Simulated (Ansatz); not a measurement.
Ansatz results at the PBE0-D4/def2-TZVP geometry: size of the dipole moment (ωB97M-V/def2-TZVPP) 0.89 D; HOMO energy (B3LYP/def2-TZVPP) -7.38 eV; HOMO–LUMO gap (B3LYP/def2-TZVPP) 5.26 eV.

Each molecule was computed in one conformer, which needn't be the lowest.

**Question.** Which molecule gave them?
A. `B[Se][AlH][CH3]`
B. `BB[SiH2]F`
C. `O[BH][Al]([SiH3])[SiH3]`
D. `NC[SiH2]N`

**Answer.** A. The others give `BB[SiH2]F`: 1.46, -8.00, 5.45; `O[BH][Al]([SiH3])[SiH3]`: 2.70, -6.69, 4.34; `NC[SiH2]N`: 1.08, -6.62, 7.06.

B3LYP here is the variant with VWN-RPA as its local correlation; programs differ in this.
